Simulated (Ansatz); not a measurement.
The inner images of a band of AlF2H3SSe (8 atoms, charge 0, multiplicity 1) are given out of order.

These are results of RKS PBE/def2-SVP (Ansatz 0.2.0), not measurements.

Initial state:

```xyz
8
Properties=species:S:1:pos:R:3
Al -0.524 -0.770 0.237
S -1.911 0.804 -0.453
F -0.293 -2.093 -0.776
F -0.365 -0.976 1.900
H 1.322 1.595 -0.557
Se 1.911 0.338 -0.023
H -1.986 0.243 -1.694
H 1.845 0.859 1.367
```

Final state:

```xyz
8
Properties=species:S:1:pos:R:3
Al 0.075 -0.794 0.394
S -1.362 1.113 -0.560
F -0.372 -1.833 -0.859
F -0.683 -0.989 1.881
H -0.307 1.609 -1.269
Se 2.265 0.022 0.312
H -1.721 0.263 -1.566
H 2.105 0.610 1.667
```

Q: Put them in order from the first end to the last, with their energies above the first end.
A.
```xyz
8
Properties=species:S:1:pos:R:3
Al 0.030 -0.867 0.405
S -1.427 1.029 -0.547
F -0.428 -1.991 -0.763
F -0.615 -0.993 1.951
H -0.261 1.647 -0.906
Se 2.175 0.053 0.147
H -1.516 0.373 -1.740
H 2.041 0.749 1.454
```
B.
```xyz
8
Properties=species:S:1:pos:R:3
Al -0.426 -0.826 0.301
S -1.651 0.919 -0.416
F -0.351 -2.135 -0.747
F -0.412 -1.055 1.963
H 0.691 1.253 -0.523
Se 1.890 0.392 -0.119
H -1.586 0.475 -1.705
H 1.844 0.977 1.246
```
C.
```xyz
8
Properties=species:S:1:pos:R:3
Al -0.270 -0.850 0.333
S -1.451 1.012 -0.433
F -0.409 -2.127 -0.747
F -0.446 -1.068 1.986
H 0.344 1.141 -0.497
Se 1.875 0.380 -0.145
H -1.475 0.517 -1.705
H 1.833 0.995 1.208
```
D.
```xyz
8
Properties=species:S:1:pos:R:3
Al -0.050 -0.892 0.381
S -1.403 1.052 -0.490
F -0.444 -2.067 -0.755
F -0.546 -1.058 1.976
H -0.039 1.366 -0.638
Se 2.037 0.185 -0.013
H -1.449 0.487 -1.731
H 1.894 0.926 1.269
```
E.
```xyz
8
Properties=species:S:1:pos:R:3
Al -0.492 -0.811 0.277
S -1.797 0.847 -0.413
F -0.310 -2.122 -0.759
F -0.393 -1.049 1.938
H 1.020 1.442 -0.590
Se 1.899 0.358 -0.060
H -1.761 0.384 -1.695
H 1.834 0.950 1.302
```

A: E (+0.3 kcal/mol), B (+1.3 kcal/mol), C (+3.0 kcal/mol), D (-1.2 kcal/mol), A (-2.3 kcal/mol).

Run time: 2.7 min on 2 threads of Arm Neoverse V1, on a shared host, peak memory 0.16 GiB.
